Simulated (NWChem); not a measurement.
System: InCl2 cation; SMILES [Cl][In+][Cl]

Input file for NWChem:

```
start job
memory heap 200 mb stack 900 mb global 1100 mb
charge 1
geometry units angstroms noautosym nocenter noautoz
  In     0.000000     0.000000     0.000000
  Cl     0.000000     0.000000     2.245117
  Cl     0.000000     0.000000    -2.245117
end
basis spherical
  * library def2-svp
end
ecp
  In library def2-ecp
end
dft
  xc xwpbe 0.80 cpbe96 1.0 hfexch 1.00
  cam 0.2 cam_alpha 0.2 cam_beta 0.8
  iterations 150
end
tddft
  nroots 8
  notriplet
end
task tddft energy
```

Geometry: optimised at PBE0/def2-SVP. def2 effective core potentials on In; no spin-orbit coupling.

Vertical excitations in the gas phase.

**Question.** What results follow from this input? (LRC-wPBEh/def2-SVP with def2 effective core potentials on In, full TDDFT.) Quantities: lowest excitation, singlet (eV); oscillator strength of that lowest state; lowest state with f > 0.02, singlet (eV); oscillator strength of that bright state; orbital gap (eV).

**Answer.** lowest excitation, singlet (eV): 4.35
oscillator strength of that lowest state: 0.000
lowest state with f > 0.02, singlet (eV): 6.45
oscillator strength of that bright state: 0.065
orbital gap (eV): 9.15
